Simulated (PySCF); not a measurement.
## Two-dimensional NMR puzzle

Compound of formula C$_{7}$H$_{12}$BN. Correlations simulated from computed shifts and the bond graph:

HSQC (one-bond C–H):
```
  δH    δC
2.26  28.0
1.96  25.2
1.14  16.4
```

HMBC (two and three bonds, from the bond graph):
```
  δH                  δC
2.26  183.6, 126.4, 25.2
1.96  183.6, 126.4, 28.0
1.14         126.4, 16.4
```

Carbons without hydrogens: δ 183.6, 126.4, 125.9.

PySCF calculation with coordinates at the PBE0-D3(BJ)/def2-SVP level and shielding tensors at CAM-B3LYP/pcSseg-1 (GIAO); single conformer, non-relativistic, rapidly exchanging positions averaged, isolated molecule.

Shifts are taken against calculated references (same method and geometry level): TMS for $^{1}$H, $^{13}$C.

Exchangeable hydrogens are left out of these lists.

Which molecule is this?

Results:

SMILES CB(C)C(C#N)=C(C)C.

Atom-mapped SMILES (the numbers label the heavy atoms): `[CH3:1][B:2]([CH3:3])[C:4]([C:5]#[N:6])=[C:7]([CH3:8])[CH3:9]`. Hydrogens are named by the atom that carries them.

- δC 183.6 is C7, a fully substituted alkene carbon.
- δC 126.4 is C4, a fully substituted alkene carbon.
- δC 125.9 is C5, a nitrile carbon.
- δC 28.0 is C8, an allylic methyl carbon (δH 2.26).
- δC 25.2 is C9, an allylic methyl carbon (δH 1.96).
- δC 16.4 is C1/C3, a methyl carbon bonded to B (δH 1.14).
- HMBC from δH 2.26 reaches the proton-free carbons C7, C4.
- HMBC from δH 1.96 reaches the proton-free carbons C7, C4.
- HMBC from δH 1.14 reaches the proton-free carbon C4.

The data come from this structure; uniqueness wasn't tested.

A carbon bonded to boron is broadened by the quadrupolar boron nucleus and is often missing from a measured spectrum. Shifts are as computed, not scaled to solution data. Of 1309 compounds with measured shifts, 239 miss one by over three times the rms of a fit or turn the order of signals round; such compounds aren't used in these exercises.
